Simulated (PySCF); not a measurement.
C$_{2}$H$_{3}$, doublet, at a GFN2-xTB geometry; PySCF with B3LYP/STO-3G.

Input for PySCF:
```python
from pyscf import gto, scf, dft

mol = gto.Mole()
mol.atom = '''
    C     0.66801280   -0.25106413    0.02041584
    C    -0.56330933    0.12414455   -0.01579794
    H     1.64284906    0.17713737    0.03734254
    H    -0.88995141    1.16819846   -0.04069879
    H    -1.38111845   -0.58381835   -0.02435116
'''
mol.basis = 'sto-3g'
mol.spin = 1
mol.verbose = 4
mol.build()

mf = dft.UKS(mol)
mf.xc = 'b3lyp'
mf.conv_tol = 1e-6
mf.kernel()
mf.analyze()
```

Output, abridged:

```
PySCF version 2.14.0

[INPUT] verbose = 4
[INPUT] num. atoms = 5
[INPUT] num. electrons = 15
[INPUT] charge = 0
[INPUT] spin (= nelec alpha-beta = 2S) = 1
[INPUT] symmetry False subgroup None
[INPUT] Mole.unit = angstrom
[INPUT] Symbol           X                Y                Z      unit          X                Y                Z       unit  Magmom
[INPUT]  1 C      0.668012800000  -0.251064130000   0.020415840000 AA    1.262361239704  -0.474442445402   0.038580346203 Bohr   0.0
[INPUT]  2 C     -0.563309330000   0.124144550000  -0.015797940000 AA   -1.064500357112   0.234599199357  -0.029853779932 Bohr   0.0
[INPUT]  3 H      1.642849060000   0.177137370000   0.037342540000 AA    3.104534787399   0.334741115726   0.070567173396 Bohr   0.0
[INPUT]  4 H     -0.889951410000   1.168198460000  -0.040698790000 AA   -1.681764429071   2.207575148539  -0.076909566701 Bohr   0.0
[INPUT]  5 H     -1.381118450000  -0.583818350000  -0.024351160000 AA   -2.609935616084  -1.103256787995  -0.046017023215 Bohr   0.0

nuclear repulsion = 28.7405755695246
number of shells = 9
number of NR pGTOs = 39
number of NR cGTOs = 13
basis = sto-3g
ecp = {}

******** <class 'pyscf.dft.uks.UKS'> ********
method = UKS
initial guess = minao
damping factor = 0
level_shift factor = 0
DIIS = <class 'pyscf.scf.diis.CDIIS'>
diis_start_cycle = 1
diis_space = 8
diis_damp = 0
SCF conv_tol = 1e-06
SCF conv_tol_grad = None
SCF max_cycles = 50
direct_scf = True
direct_scf_tol = 1e-13
number electrons alpha = 8  beta = 7
XC library pyscf.dft.libxc version 7.1.2
    S. Lehtola, C. Steigemann, M. J. T. Oliveira, and M. A. L. Marques,  SoftwareX 7, 1–5 (2018)
XC functionals = b3lyp
    P. J. Stephens, F. J. Devlin, C. F. Chabalowski, and M. J. Frisch,  J. Phys. Chem. 98, 11623 (1994)
radial grids:
    Treutler-Ahlrichs [JCP 102, 346 (1995); DOI:10.1063/1.469408] (M4) radial grids

becke partition: Becke, JCP 88, 2547 (1988); DOI:10.1063/1.454033
pruning grids: <function nwchem_prune>
grids dens level: 3
symmetrized grids: False
atomic radii adjust function: <function treutler_atomic_radii_adjust>
small_rho_cutoff = 0
Set gradient conv threshold to 0.001
tot grids = 57664
init E= -77.0451462427883

cycle= 1 E= -76.9129231852988  delta_E= 0.132  |g|= 0.096  |ddm|= 2.04
cycle= 2 E= -76.9221213358409  delta_E= -0.0092  |g|= 0.0459  |ddm|= 0.248
cycle= 3 E= -76.9238388951141  delta_E= -0.00172  |g|= 0.00903  |ddm|= 0.0804
cycle= 4 E= -76.9240323944996  delta_E= -0.000193  |g|= 0.00839  |ddm|= 0.0333
cycle= 5 E= -76.9241049847261  delta_E= -7.26e-05  |g|= 0.00368  |ddm|= 0.014
cycle= 6 E= -76.9241684293502  delta_E= -6.34e-05  |g|= 0.000993  |ddm|= 0.0237
cycle= 7 E= -76.9241748047175  delta_E= -6.38e-06  |g|= 0.000187  |ddm|= 0.00936
cycle= 8 E= -76.9241748998433  delta_E= -9.51e-08  |g|= 3.75e-05  |ddm|= 0.00106
Extra cycle  E= -76.9241749008927  delta_E= -1.05e-09  |g|= 3.39e-05  |ddm|= 9.92e-05
converged SCF energy = -76.9241749008927  <S^2> = 0.76535107  2S+1 = 2.0152926
**** SCF Summaries ****
Total Energy =                         -76.924174900892723
Nuclear Repulsion Energy =              28.740575569524555
One-electron Energy =                 -159.774306562718948
Two-electron Energy =                   54.109556092301673
Two-electron Coulomb Energy =           66.071159576237008
DFT Exchange-Correlation Energy =      -11.961603483935338
**** MO energy ****
                             alpha | beta                alpha | beta
MO #1   energy= -9.99153225323985  | -9.99420357645437  occ= 1 | 1
MO #2   energy= -9.97616951384028  | -9.95965212447205  occ= 1 | 1
MO #3   energy= -0.722571090946087 | -0.704055982882044 occ= 1 | 1
MO #4   energy= -0.538714194965639 | -0.517083881502883 occ= 1 | 1
MO #5   energy= -0.42080268106948  | -0.405108516790483 occ= 1 | 1
MO #6   energy= -0.387855393026796 | -0.372499758532838 occ= 1 | 1
MO #7   energy= -0.227464174967569 | -0.216864763986274 occ= 1 | 1
MO #8   energy= -0.168328295438524 | 0.0357398432714221 occ= 1 | 0
MO #9   energy= 0.130444548924518  | 0.147538814973869  occ= 0 | 0
MO #10  energy= 0.383863854972746  | 0.403522566491672  occ= 0 | 0
MO #11  energy= 0.446701857125521  | 0.455261143373718  occ= 0 | 0
MO #12  energy= 0.570752097390109  | 0.58819107766934   occ= 0 | 0
MO #13  energy= 0.792304117617819  | 0.816667720865252  occ= 0 | 0

To work with the spin densities directly, `use mulliken_meta_spin()` only printing them here.

 ** Mulliken spin pop alpha/beta on meta-lowdin orthogonal AOs **
 ** Mulliken Spin Density (per AO)  **
spin_pop of  0 C 1s       -0.00000
spin_pop of  0 C 2s        0.13438
spin_pop of  0 C 2px       0.02276
spin_pop of  0 C 2py       0.78448
spin_pop of  0 C 2pz       0.11563
spin_pop of  1 C 1s        0.00001
spin_pop of  1 C 2s       -0.01606
spin_pop of  1 C 2px      -0.01492
spin_pop of  1 C 2py      -0.02348
spin_pop of  1 C 2pz      -0.11538
spin_pop of  2 H 1s       -0.00676
spin_pop of  3 H 1s        0.07370
spin_pop of  4 H 1s        0.04565
 ** Mulliken Spin Density (per atom)  **
spin density of  0 C =      1.05724
spin density of  1 C =     -0.16983
spin density of  2 H =     -0.00676
spin density of  3 H =      0.07370
spin density of  4 H =      0.04565
 ** Mulliken pop alpha/beta on meta-lowdin orthogonal AOs **
 ** Mulliken pop       alpha | beta **
pop of  0 C 1s        0.99987 | 0.99987
pop of  0 C 2s        0.63583 | 0.50145
pop of  0 C 2px       0.52136 | 0.49860
pop of  0 C 2py       0.85956 | 0.07508
pop of  0 C 2pz       0.53325 | 0.41763
pop of  1 C 1s        0.99982 | 0.99982
pop of  1 C 2s        0.50199 | 0.51805
pop of  1 C 2px       0.51350 | 0.52842
pop of  1 C 2py       0.49892 | 0.52240
pop of  1 C 2pz       0.46689 | 0.58227
pop of  2 H 1s        0.46631 | 0.47307
pop of  3 H 1s        0.50875 | 0.43505
pop of  4 H 1s        0.49396 | 0.44831
In total             8.00000 | 7.00000
 ** Mulliken atomic charges   ( Nelec_alpha | Nelec_beta ) **
charge of  0C =     -0.04249  (     3.54987      2.49263 )
charge of  1C =     -0.13206  (     2.98111      3.15095 )
charge of  2H =      0.06062  (     0.46631      0.47307 )
charge of  3H =      0.05620  (     0.50875      0.43505 )
charge of  4H =      0.05773  (     0.49396      0.44831 )
Dipole moment(X, Y, Z, Debye):  0.08135,  0.37118, -0.00402
```
